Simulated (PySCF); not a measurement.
PySCF input:

```python
from pyscf import gto, scf, dft

mol = gto.M(
    atom='''
    Mg    1.21334304    0.34241078    0.22505461
    I    -0.36320996    1.75361716   -1.53487368
    I     0.08849078   -1.83114413    1.48391792
    ''',
    basis='def2-tzvpd',
    ecp='def2-tzvp',
    charge=-1,
    spin=1,
    verbose=4,
)

mf = dft.UKS(mol, xc='bp86').density_fit(auxbasis='def2-universal-jkfit')
mf.grids.level = 3
mf.conv_tol = 1e-9
mf.max_cycle = 100
mf.max_memory = 1500
mf.kernel()
if not mf.converged:
    mf = mf.newton()
    mf.kernel(mf.make_rdm1())
for _ in range(2):
    mo, _, stable, _ = mf.stability(return_status=True)
    if stable:
        break
    mf.kernel(mf.make_rdm1(mo, mf.mo_occ))
mf.analyze()
```

Question: Predict the final energy.

Answer: -795.97586 Eh (BP86/def2-TZVPD).
